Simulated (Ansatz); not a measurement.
Harmonic frequencies (cm⁻¹) at PBE0-D4/def2-TZVP from Ansatz: 10, 35, 76, 224, 327, 531, 628, 730, 733, 842, 956, 958, 988, 1142, 2214, 2219, 2222, 3948.

Each molecule was computed in one conformer, which needn't be the lowest.

Problem. Which molecule is it?
A. `[CH2][SiH](O)Cl`•
B. `[OH][Al][O][SiH3]`•
C. `[CH2]SC`•
D. `B[N]C`•

Solution. B.
